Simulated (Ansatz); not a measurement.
Level of theory: Ansatz (a quantum-chemistry and plane-wave program) with CAM-B3LYP-D3(BJ)/def2-SVP. No frequencies were computed at this level.

Ansatz 0.2 input:
```yaml
crystal:
  periodic: [false, false, false]
  atoms:
    - { symbol: C, position_ang: [3.021397, -0.380911, -0.198971] }
    - { symbol: C, position_ang: [2.085451, -0.643691, 0.96824] }
    - { symbol: In, position_ang: [-0.119169, -0.467279, 0.314371] }
    - { symbol: C, position_ang: [-1.989016, -1.713756, -0.088454] }
    - { symbol: C, position_ang: [-3.202891, -0.813643, -0.191022] }
    - { symbol: O, position_ang: [-0.63687, 1.443828, -0.054885] }
    - { symbol: C, position_ang: [0.103175, 2.621132, 0.050903] }
    - { symbol: H, position_ang: [2.82091, 0.595171, -0.645515] }
    - { symbol: H, position_ang: [2.90358, -1.14092, -0.973197] }
    - { symbol: H, position_ang: [4.06259, -0.394103, 0.133516] }
    - { symbol: H, position_ang: [2.222907, 0.09898, 1.757023] }
    - { symbol: H, position_ang: [2.240667, -1.637396, 1.386475] }
    - { symbol: H, position_ang: [-1.80831, -2.255197, -1.018111] }
    - { symbol: H, position_ang: [-2.07988, -2.434368, 0.72541] }
    - { symbol: H, position_ang: [-3.047925, -0.054462, -0.957184] }
    - { symbol: H, position_ang: [-4.092471, -1.393411, -0.448663] }
    - { symbol: H, position_ang: [-3.384508, -0.302582, 0.754592] }
    - { symbol: H, position_ang: [0.268594, 3.05474, -0.943394] }
    - { symbol: H, position_ang: [1.083623, 2.468229, 0.524047] }
    - { symbol: H, position_ang: [-0.451849, 3.34964, 0.654243] }
basis:
  gaussian: { orbitals: def2-svp }
hamiltonian:
  xc: cam_b3lyp
  dispersion: d3bj
relax:
  max_steps: 150
```

Output:

```
[...]
2048 factors; integrals over basis functions are off by at most 3.5e-4 eV
647 factors; integrals over basis functions are off by at most 5.0e-7 eV
mean field -12607.43278467 eV, -463.3146092117 hartree, gradient 2.1e-5 eV, S^2 0.000000; 0 other end points of the search recorded, 0 dependent functions left out
reference -12607.43294005 eV, -463.3146149218 hartree; 36, 36 occupied and 139, 139 virtual orbitals, 2048 factors
relax step   4: F+E_penalty+E_count = -12607.78704930 eV  Δ(F+E_penalty+E_count) = -2.921e-3 eV  max|allowed force component| = 1.277e-1 eV/Å  Δτ_max = 0.0397 Å  (32 SCF iters, accepted)
these checks for a lower state are left out or cut short: starts, cluster_reference, orbital_swaps, neighbouring_geometries, increment
2048 factors; integrals over basis functions are off by at most 3.5e-4 eV
647 factors; integrals over basis functions are off by at most 5.0e-7 eV
mean field -12607.43335540 eV, -463.3146301858 hartree, gradient 2.0e-5 eV, S^2 0.000000; 0 other end points of the search recorded, 0 dependent functions left out
reference -12607.43351069 eV, -463.3146358927 hartree; 36, 36 occupied and 139, 139 virtual orbitals, 2048 factors
relax step   5: F+E_penalty+E_count = -12607.78788193 eV  Δ(F+E_penalty+E_count) = -8.326e-4 eV  max|allowed force component| = 5.286e-2 eV/Å  Δτ_max = 0.0148 Å  (26 SCF iters, accepted)
these checks for a lower state are left out or cut short: starts, cluster_reference, orbital_swaps, neighbouring_geometries, increment
2048 factors; integrals over basis functions are off by at most 3.5e-4 eV
647 factors; integrals over basis functions are off by at most 5.0e-7 eV
mean field -12607.43363552 eV, -463.3146404801 hartree, gradient 2.0e-5 eV, S^2 0.000000; 0 other end points of the search recorded, 0 dependent functions left out
reference -12607.43379071 eV, -463.3146461832 hartree; 36, 36 occupied and 139, 139 virtual orbitals, 2048 factors
relax step   6: F+E_penalty+E_count = -12607.78845829 eV  Δ(F+E_penalty+E_count) = -5.764e-4 eV  max|allowed force component| = 3.342e-2 eV/Å  Δτ_max = 0.0312 Å  (32 SCF iters, accepted)
these checks for a lower state are left out or cut short: starts, cluster_reference, orbital_swaps, neighbouring_geometries, increment
2048 factors; integrals over basis functions are off by at most 3.5e-4 eV
647 factors; integrals over basis functions are off by at most 5.0e-7 eV
mean field -12607.43375194 eV, -463.3146447582 hartree, gradient 2.6e-5 eV, S^2 0.000000; 0 other end points of the search recorded, 0 dependent functions left out
reference -12607.43390712 eV, -463.3146504609 hartree; 36, 36 occupied and 139, 139 virtual orbitals, 2048 factors
relax step   7: F+E_penalty+E_count = -12607.78862275 eV  Δ(F+E_penalty+E_count) = -1.645e-4 eV  max|allowed force component| = 3.498e-2 eV/Å  Δτ_max = 0.0168 Å  (26 SCF iters, accepted)
these checks for a lower state are left out or cut short: starts, cluster_reference, orbital_swaps, neighbouring_geometries, increment
2048 factors; integrals over basis functions are off by at most 3.6e-4 eV
647 factors; integrals over basis functions are off by at most 5.0e-7 eV
mean field evaluation 64: about -12607.4339 eV, gradient 2.0e-5 eV
mean field -12607.43391576 eV, -463.3146507786 hartree, gradient 2.0e-5 eV, S^2 0.000000; 0 other end points of the search recorded, 0 dependent functions left out
reference -12607.43407096 eV, -463.3146564822 hartree; 36, 36 occupied and 139, 139 virtual orbitals, 2048 factors
relax step   8: F+E_penalty+E_count = -12607.78881031 eV  Δ(F+E_penalty+E_count) = -1.876e-4 eV  max|allowed force component| = 1.380e-2 eV/Å  Δτ_max = 0.0319 Å  (32 SCF iters, accepted)
these checks for a lower state are left out or cut short: starts, cluster_reference, orbital_swaps, neighbouring_geometries, increment
2048 factors; integrals over basis functions are off by at most 3.6e-4 eV
647 factors; integrals over basis functions are off by at most 4.9e-7 eV
mean field -12607.43406255 eV, -463.3146561730 hartree, gradient 2.0e-5 eV, S^2 0.000000; 0 other end points of the search recorded, 0 dependent functions left out
reference -12607.43421779 eV, -463.3146618780 hartree; 36, 36 occupied and 139, 139 virtual orbitals, 2048 factors
relax step   9: F+E_penalty+E_count = -12607.78892602 eV  Δ(F+E_penalty+E_count) = -1.157e-4 eV  max|allowed force component| = 8.529e-3 eV/Å  Δτ_max = 0.0246 Å  (32 SCF iters, accepted)
these checks for a lower state are left out or cut short: starts, cluster_reference, orbital_swaps, neighbouring_geometries, increment
2048 factors; integrals over basis functions are off by at most 3.6e-4 eV
647 factors; integrals over basis functions are off by at most 4.9e-7 eV
mean field -12607.43418183 eV, -463.3146605564 hartree, gradient 2.0e-5 eV, S^2 0.000000; 0 other end points of the search recorded, 0 dependent functions left out
reference -12607.43433719 eV, -463.3146662658 hartree; 36, 36 occupied and 139, 139 virtual orbitals, 2048 factors
relax step  10: F+E_penalty+E_count = -12607.78902528 eV  Δ(F+E_penalty+E_count) = -9.926e-5 eV  max|allowed force component| = 2.016e-2 eV/Å  Δτ_max = 0.0349 Å  (32 SCF iters, accepted)
these checks for a lower state are left out or cut short: starts, cluster_reference, orbital_swaps, neighbouring_geometries, increment
2048 factors; integrals over basis functions are off by at most 3.7e-4 eV
647 factors; integrals over basis functions are off by at most 4.9e-7 eV
mean field -12607.43420377 eV, -463.3146613628 hartree, gradient 2.0e-5 eV, S^2 0.000000; 0 other end points of the search recorded, 0 dependent functions left out
reference -12607.43435914 eV, -463.3146670725 hartree; 36, 36 occupied and 139, 139 virtual orbitals, 2048 factors
relax step  11: F+E_penalty+E_count = -12607.78906675 eV  Δ(F+E_penalty+E_count) = -4.147e-5 eV  max|allowed force component| = 2.984e-2 eV/Å  Δτ_max = 0.0265 Å  (32 SCF iters, accepted)
these checks for a lower state are left out or cut short: starts, cluster_reference, orbital_swaps, neighbouring_geometries, increment
2048 factors; integrals over basis functions are off by at most 3.7e-4 eV
647 factors; integrals over basis functions are off by at most 4.9e-7 eV
mean field -12607.43423990 eV, -463.3146626904 hartree, gradient 1.6e-5 eV, S^2 0.000000; 0 other end points of the search recorded, 0 dependent functions left out
reference -12607.43439524 eV, -463.3146683990 hartree; 36, 36 occupied and 139, 139 virtual orbitals, 2048 factors
relax step  12: F+E_penalty+E_count = -12607.78919088 eV  Δ(F+E_penalty+E_count) = -1.241e-4 eV  max|allowed force component| = 1.814e-2 eV/Å  Δτ_max = 0.0076 Å  (26 SCF iters, accepted)
these checks for a lower state are left out or cut short: starts, cluster_reference, orbital_swaps, neighbouring_geometries, increment
2048 factors; integrals over basis functions are off by at most 3.6e-4 eV
647 factors; integrals over basis functions are off by at most 4.9e-7 eV
mean field evaluation 96: about -12607.4341 eV, gradient 6.8e-4 eV
mean field -12607.43405600 eV, -463.3146559324 hartree, gradient 1.4e-5 eV, S^2 0.000000; 0 other end points of the search recorded, 0 dependent functions left out
reference -12607.43421130 eV, -463.3146616396 hartree; 36, 36 occupied and 139, 139 virtual orbitals, 2048 factors
relax step  13: F+E_penalty+E_count = -12607.78912535 eV  Δ(F+E_penalty+E_count) = +6.553e-5 eV  max|allowed force component| = 1.826e-2 eV/Å  Δτ_max = 0.0156 Å  (26 SCF iters, rejected (line search))
these checks for a lower state are left out or cut short: starts, cluster_reference, orbital_swaps, neighbouring_geometries, increment
2048 factors; integrals over basis functions are off by at most 3.6e-4 eV
647 factors; integrals over basis functions are off by at most 4.9e-7 eV
mean field -12607.43422952 eV, -463.3146623088 hartree, gradient 1.9e-5 eV, S^2 0.000000; 0 other end points of the search recorded, 0 dependent functions left out
reference -12607.43438482 eV, -463.3146680163 hartree; 36, 36 occupied and 139, 139 virtual orbitals, 2048 factors
relax step  14: F+E_penalty+E_count = -12607.78925523 eV  Δ(F+E_penalty+E_count) = -6.434e-5 eV  max|allowed force component| = 4.813e-3 eV/Å  Δτ_max = 0.0076 Å  (25 SCF iters, accepted)
these checks for a lower state are left out or cut short: starts, cluster_reference, orbital_swaps, neighbouring_geometries, increment
2048 factors; integrals over basis functions are off by at most 3.7e-4 eV
647 factors; integrals over basis functions are off by at most 4.9e-7 eV
mean field -12607.43417745 eV, -463.3146603956 hartree, gradient 2.3e-5 eV, S^2 0.000000; 0 other end points of the search recorded, 0 dependent functions left out
reference -12607.43433275 eV, -463.3146661025 hartree; 36, 36 occupied and 139, 139 virtual orbitals, 2048 factors
relax step  15: F+E_penalty+E_count = -12607.78929742 eV  Δ(F+E_penalty+E_count) = -4.219e-5 eV  max|allowed force component| = 8.655e-3 eV/Å  Δτ_max = 0.0188 Å  (25 SCF iters, accepted)
these checks for a lower state are left out or cut short: starts, cluster_reference, orbital_swaps, neighbouring_geometries, increment
2048 factors; integrals over basis functions are off by at most 3.7e-4 eV
647 factors; integrals over basis functions are off by at most 4.9e-7 eV
mean field -12607.43408370 eV, -463.3146569501 hartree, gradient 2.1e-5 eV, S^2 0.000000; 0 other end points of the search recorded, 0 dependent functions left out
reference -12607.43423897 eV, -463.3146626563 hartree; 36, 36 occupied and 139, 139 virtual orbitals, 2048 factors
relax step  16: F+E_penalty+E_count = -12607.78933779 eV  Δ(F+E_penalty+E_count) = -4.037e-5 eV  max|allowed force component| = 1.651e-2 eV/Å  Δτ_max = 0.0334 Å  (30 SCF iters, accepted)
these checks for a lower state are left out or cut short: starts, cluster_reference, orbital_swaps, neighbouring_geometries, increment
2048 factors; integrals over basis functions are off by at most 3.7e-4 eV
647 factors; integrals over basis functions are off by at most 4.9e-7 eV
mean field -12607.43408076 eV, -463.3146568421 hartree, gradient 1.9e-5 eV, S^2 0.000000; 0 other end points of the search recorded, 0 dependent functions left out
reference -12607.43423602 eV, -463.3146625479 hartree; 36, 36 occupied and 139, 139 virtual orbitals, 2048 factors
relax step  17: F+E_penalty+E_count = -12607.78936218 eV  Δ(F+E_penalty+E_count) = -2.439e-5 eV  max|allowed force component| = 1.162e-2 eV/Å  Δτ_max = 0.0064 Å  (24 SCF iters, accepted)
these checks for a lower state are left out or cut short: starts, cluster_reference, orbital_swaps, neighbouring_geometries, increment
2048 factors; integrals over basis functions are off by at most 3.7e-4 eV
647 factors; integrals over basis functions are off by at most 4.8e-7 eV
mean field evaluation 128: about -12607.4340 eV, gradient 2.0e-4 eV
mean field -12607.43402442 eV, -463.3146547719 hartree, gradient 2.1e-5 eV, S^2 0.000000; 0 other end points of the search recorded, 0 dependent functions left out
reference -12607.43417964 eV, -463.3146604759 hartree; 36, 36 occupied and 139, 139 virtual orbitals, 2048 factors
relax step  18: F+E_penalty+E_count = -12607.78941107 eV  Δ(F+E_penalty+E_count) = -4.889e-5 eV  max|allowed force component| = 3.921e-3 eV/Å  Δτ_max = 0.0250 Å  (31 SCF iters, accepted)
2048 factors; integrals over basis functions are off by at most 3.7e-4 eV
647 factors; integrals over basis functions are off by at most 4.8e-7 eV
mean field -12607.43402442 eV, -463.3146547719 hartree, gradient 2.1e-5 eV, S^2 0.000000; 1 other end points of the search recorded, 0 dependent functions left out
reference -12607.43417964 eV, -463.3146604759 hartree; 36, 36 occupied and 139, 139 virtual orbitals, 2048 factors
Total energy: -12607.78956629 eV, -463.3277206943 hartree
Atom 0 at     2.950783    -0.278468    -0.139520 Å, force     0.000100     0.000741    -0.001331 eV/Å
Atom 1 at     1.934008    -0.689105     0.926342 Å, force    -0.000880     0.000229     0.002517 eV/Å
Atom 2 at    -0.128710    -0.489559     0.291461 Å, force     0.000642    -0.000218    -0.003921 eV/Å
Atom 3 at    -1.901385    -1.661511    -0.084220 Å, force    -0.000137    -0.000405     0.001609 eV/Å
Atom 4 at    -3.178163    -0.823522    -0.090300 Å, force     0.000175     0.001109     0.000323 eV/Å
Atom 5 at    -0.621960     1.414608    -0.150437 Å, force     0.000539     0.000410     0.000460 eV/Å
Atom 6 at     0.170270     2.548967    -0.053173 Å, force     0.000980     0.000003    -0.000440 eV/Å
Atom 7 at     2.810068     0.764026    -0.463317 Å, force     0.000189    -0.000085    -0.000056 eV/Å
Atom 8 at     2.883733    -0.908628    -1.040311 Å, force     0.000058    -0.000326    -0.000047 eV/Å
Atom 9 at     3.984859    -0.364156     0.233997 Å, force    -0.000312    -0.000232     0.000306 eV/Å
Atom 10 at     2.043405    -0.063100     1.826288 Å, force     0.000673     0.000283     0.000336 eV/Å
Atom 11 at     2.098650    -1.728416     1.247391 Å, force    -0.000326    -0.000048    -0.000083 eV/Å
Atom 12 at    -1.745026    -2.146721    -1.061742 Å, force     0.000490     0.001127     0.001200 eV/Å
Atom 13 at    -1.954707    -2.477439     0.652854 Å, force    -0.000680     0.000157    -0.001752 eV/Å
Atom 14 at    -3.106344     0.022280    -0.789002 Å, force    -0.000318    -0.001807     0.001554 eV/Å
Atom 15 at    -4.055096    -1.427591    -0.377157 Å, force    -0.000253     0.000330     0.000365 eV/Å
Atom 16 at    -3.388151    -0.394848     0.901521 Å, force     0.000320    -0.000662    -0.001839 eV/Å
Atom 17 at     0.462149     2.935370    -1.050958 Å, force    -0.000719    -0.001218     0.003656 eV/Å
Atom 18 at     1.113691     2.397875     0.513957 Å, force    -0.002266     0.001336    -0.001732 eV/Å
Atom 19 at    -0.372069     3.369940     0.455750 Å, force     0.001724    -0.000725    -0.001126 eV/Å
Dipole moment:     0.266475    -0.383515     0.140836 e Å
```

Cost: about 7 core-minutes (a rough figure).
